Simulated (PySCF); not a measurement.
# Hg(2+): ionisation energy

Hg(2+) [Xe] 4f14 5d10 → Hg(3+) [Xe] 4f14 5d9 [5d3/2^4 5d5/2^5, M_J = 5/2], as a difference of total energies. Calculation: PySCF 2.14, in x2c-QZVPPall-2c; the two-component X2C-1e Hamiltonian. Correlated levels: [Kr] 4d10 4f14 frozen; the 58 highest virtual spinors dropped. "Screened" scales the spin-orbit matrix elements by Boettger's factors to mimic the two-electron term; Breit and QED terms are absent.

```json
{"method": "GHF (spin-free)", "ionisation energy (eV)": "33.629", "error (eV)": "-0.861"}
{"method": "GMP2 (spin-free)", "ionisation energy (eV)": "35.282", "error (eV)": "+0.792"}
{"method": "GHF (screened spin-orbit)", "ionisation energy (eV)": "32.837", "error (eV)": "-1.653"}
{"method": "GMP2 (screened spin-orbit)", "ionisation energy (eV)": "34.464", "error (eV)": "-0.026"}
```

Reference: 34.49 ± 0.05 eV (measured; NIST Atomic Spectra Database, ionization energies).

The spin-free rows lack the spin-orbit shift.
